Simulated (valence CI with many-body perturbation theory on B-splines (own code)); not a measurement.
E1 transitions of Cd XXXV

Calculated by configuration interaction combined with many-body perturbation theory (CI+MBPT): four valence electrons over a frozen Dirac-Fock core [Ne], radial functions for each j: 11 s, 11 p, 9 d, 7 f, 5 g, 2 h, 1 i, with the one-electron correlation potential Σ1 (screened to all orders), the two-electron term Σ2, the three-electron term Σ3, Breit, model QED; selected single and double excitations, second order for the rest (own B-spline code, finite nucleus).

The last digits are not significant, and no measured levels were compared; by estimate large intervals hold to a few tenths of a per cent, small ones and those within an open d or f shell to about a per cent.

Lines 1 to 50 of 233 in falling wavelength, among levels below 2833800 cm⁻¹, chosen from the strongest by gf and those to the six lowest levels. Wavelengths and rates use the calculated energies. Electric multipoles are in the length gauge, E1 and E2 with the static RPA response of the core. Weak lines are less certain than strong ones. Lines between different terms over intervals too small for the method are left out, as are lines whose strength nearly cancels. The highest levels of a list are the least certain.

Levels are named by their leading jj configuration (3d3/2^4 stands for four electrons in 3d with j = 3/2), which in mixed levels can hold well under half, so a name can repeat and another be missing. Letters in brackets count levels of one name in rising energy.

| λ vac (nm) | Upper | Lower | A (s⁻¹) | log gf | Branch % |
| --- | --- | --- | --- | --- | --- |
| 36.32 | (3s 3p1/2^2 3p3/2) J=2 | (3s^2 3p3/2^2) J=2 | 8.28e+06 | -3.09 | 0.2 |
| 31.57 | (3s 3p1/2^2 3p3/2) J=1 | (3s^2 3p3/2^2) J=0 | 1.06e+07 | -3.32 | 0.0 |
| 24.11 | (3s 3p1/2^2 3p3/2) J=1 | (3s^2 3p3/2^2) J=2 | 1.38e+08 | -2.44 | 0.3 |
| 19.70 | (3s 3p1/2 3p3/2 3d5/2) J=4 [a] | (3s^2 3p3/2 3d3/2) J=3 | 5.17e+08 | -1.57 | 30.3 |
| 18.74 | (3s 3p1/2 3p3/2 3d5/2) J=4 [b] | (3s^2 3p3/2 3d3/2) J=3 | 9.06e+08 | -1.37 | 42.8 |
| 17.89 | (3s 3p1/2^2 3d5/2) J=3 | (3s^2 3p1/2 3d5/2) J=2 | 8.61e+08 | -1.54 | 2.9 |
| 17.80 | (3s 3p1/2^2 3d3/2) J=2 | (3s 3p1/2 3p3/2^2) J=1 [a] | 9.81e+08 | -1.63 | 11.1 |
| 17.54 | (3s 3p1/2 3p3/2^2) J=2 [a] | (3s^2 3p3/2^2) J=2 | 2.94e+08 | -2.17 | 6.7 |
| 17.32 | (3s 3p1/2 3p3/2 3d5/2) J=4 [b] | (3s^2 3p3/2 3d5/2) J=4 | 5.88e+08 | -1.62 | 27.8 |
| 16.90 | (3s 3p1/2 3p3/2 3d5/2) J=4 [c] | (3s^2 3p3/2 3d5/2) J=3 | 1.37e+09 | -1.28 | 3.5 |
| 16.52 | (3s^2 3p1/2 3d3/2) J=2 | (3s^2 3p3/2^2) J=2 | 1.87e+08 | -2.42 | 92.9 |
| 16.04 | (3s 3p1/2 3p3/2 3d3/2) J=2 [c] | (3s^2 3p3/2 3d3/2) J=1 | 1.26e+09 | -1.61 | 1.4 |
| 16.04 | (3s 3p1/2 3p3/2 3d5/2) J=2 [c] | (3s 3p3/2^3) J=1 | 1.85e+09 | -1.45 | 1.2 |
| 16.00 | (3s 3p1/2^2 3d5/2) J=3 | (3s^2 3p1/2 3d5/2) J=3 | 1.55e+09 | -1.38 | 5.3 |
| 15.76 | (3s 3p1/2^2 3p3/2) J=2 | (3s^2 3p1/2 3p3/2) J=2 | 1.97e+09 | -1.43 | 39.5 |
| 15.61 | (3s 3p1/2^2 3d5/2) J=3 | (3s 3p1/2 3p3/2^2) J=2 [b] | 9.76e+08 | -1.60 | 3.3 |
| 15.54 | (3s 3p1/2 3p3/2^2) J=3 | (3s^2 3p3/2^2) J=2 | 2.52e+09 | -1.20 | 64.6 |
| 15.50 | (3s 3p1/2 3p3/2 3d5/2) J=5 | (3s^2 3p3/2 3d5/2) J=4 | 4.10e+09 | -0.79 | 100.0 |
| 15.47 | (3s 3p1/2 3p3/2 3d5/2) J=4 [d] | (3s^2 3p3/2 3d5/2) J=3 | 1.39e+09 | -1.35 | 1.5 |
| 15.12 | (3s 3p1/2 3p3/2^2) J=1 [a] | (3s^2 3p3/2^2) J=0 | 8.24e+08 | -2.07 | 0.4 |
| 14.75 | (3s 3p1/2^2 3p3/2) J=2 | (3s^2 3p1/2 3p3/2) J=1 | 3.01e+09 | -1.31 | 60.3 |
| 14.49 | (3s 3p1/2 3p3/2 3d3/2) J=3 [b] | (3s^2 3p3/2 3d3/2) J=3 | 1.63e+09 | -1.44 | 1.4 |
| 14.37 | (3s 3p1/2^2 3d3/2) J=1 | (3s^2 3p1/2 3d3/2) J=2 | 4.38e+09 | -1.39 | 45.3 |
| 14.33 | (3s 3p1/2 3p3/2 3d3/2) J=3 [b] | (3s^2 3p3/2 3d3/2) J=2 | 1.39e+09 | -1.52 | 1.2 |
| 14.10 | (3s 3p1/2 3p3/2 3d5/2) J=1 [a] | (3s^2 3p3/2 3d5/2) J=2 [a] | 4.37e+09 | -1.41 | 11.6 |
| 13.97 | (3s 3p1/2^2 3d3/2) J=2 | (3s^2 3p1/2 3d3/2) J=2 | 3.66e+09 | -1.27 | 41.3 |
| 13.85 | (3s^2 3p1/2 3d3/2) J=1 | (3s^2 3p3/2^2) J=0 | 1.45e+09 | -1.90 | 0.6 |
| 13.84 | (3s 3p1/2 3p3/2 3d3/2) J=2 [b] | (3s 3p1/2 3p3/2^2) J=1 [b] | 1.72e+09 | -1.61 | 1.9 |
| 13.57 | (3s 3p1/2 3p3/2 3d5/2) J=3 [e] | (3s^2 3p3/2 3d5/2) J=3 | 3.56e+09 | -1.16 | 1.6 |
| 13.44 | (3s 3p1/2 3p3/2 3d3/2) J=2 [b] | (3s^2 3p1/2 3d5/2) J=2 | 1.68e+09 | -1.64 | 1.8 |
| 13.17 | (3s 3p1/2 3p3/2^2) J=1 [a] | (3s^2 3p3/2^2) J=2 | 1.37e+09 | -1.97 | 0.7 |
| 13.10 | (3s 3p1/2 3p3/2 3d3/2) J=2 [a] | (3s^2 3p1/2 3d5/2) J=3 | 1.81e+09 | -1.63 | 6.7 |
| 13.02 | (3s 3p1/2 3p3/2 3d5/2) J=3 [b] | (3s^2 3p3/2 3d5/2) J=2 [a] | 2.78e+09 | -1.31 | 3.6 |
| 12.99 | (3s 3p1/2 3p3/2 3d5/2) J=2 [d] | (3s^2 3p3/2 3d5/2) J=2 [b] | 4.47e+09 | -1.25 | 1.8 |
| 12.92 | (3s 3p1/2^2 3p3/2) J=1 | (3s^2 3p1/2 3p3/2) J=2 | 7.34e+09 | -1.26 | 15.1 |
| 12.87 | (3s 3p1/2 3p3/2 3d5/2) J=2 [e] | (3s^2 3p3/2 3d5/2) J=3 | 1.90e+09 | -1.63 | 0.7 |
| 12.84 | (3s 3p1/2 3p3/2 3d5/2) J=4 [c] | (3s^2 3p3/2 3d5/2) J=4 | 1.54e+09 | -1.47 | 3.9 |
| 12.76 | (3s 3p1/2 3p3/2 3d5/2) J=2 [d] | (3s^2 3p3/2 3d5/2) J=1 | 4.27e+09 | -1.28 | 1.7 |
| 12.73 | (3s 3p1/2 3p3/2^2) J=2 [b] | (3s^2 3p3/2^2) J=2 | 1.57e+09 | -1.72 | 2.6 |
| 12.71 | (3p1/2^2 3p3/2^2) J=0 | (3s^2 3p1/2 3d3/2) J=1 | 1.35e+10 | -1.49 | 18.2 |
| 12.65 | (3s 3p1/2 3p3/2^2) J=1 [b] | (3s^2 3p3/2^2) J=0 | 2.31e+09 | -1.78 | 0.9 |
| 12.64 | (3p1/2^2 3p3/2^2) J=2 | (3s 3p1/2 3p3/2^2) J=3 | 1.26e+10 | -0.82 | 30.9 |
| 12.48 | (3s^2 3p1/2 3d5/2) J=3 | (3s^2 3p3/2^2) J=2 | 1.18e+09 | -1.71 | 2.6 |
| 12.42 | (3s 3p1/2 3p3/2 3d5/2) J=3 [c] | (3s^2 3p3/2 3d5/2) J=4 | 2.26e+09 | -1.44 | 1.2 |
| 12.39 | (3s 3p1/2 3p3/2 3d5/2) J=2 [b] | (3s^2 3p3/2 3d5/2) J=2 [a] | 8.35e+09 | -1.02 | 4.8 |
| 12.34 | (3s 3p1/2 3p3/2 3d3/2) J=2 [b] | (3s^2 3p1/2 3d5/2) J=3 | 4.34e+09 | -1.31 | 4.7 |
| 12.23 | (3s 3p1/2^2 3p3/2) J=1 | (3s^2 3p1/2 3p3/2) J=1 | 1.50e+09 | -2.00 | 3.1 |
| 12.19 | (3s^2 3p1/2 3d3/2) J=1 | (3s^2 3p3/2^2) J=2 | 5.48e+07 | -3.44 | 0.0 |
| 12.00 | (3s 3p1/2 3p3/2 3d5/2) J=4 [d] | (3s^2 3p3/2 3d5/2) J=4 | 2.96e+09 | -1.24 | 3.3 |
| 11.88 | (3s 3p1/2 3p3/2 3d5/2) J=3 [d] | (3s^2 3p3/2 3d5/2) J=4 | 3.89e+09 | -1.24 | 2.9 |

Task: How does gf follow from A for the line at 12.64 nm?

Result: gf = 1.4992 × (2J+1)_upper × A / σ², with σ = 791341 cm⁻¹ and 2J+1 = 5: gf = 0.151.
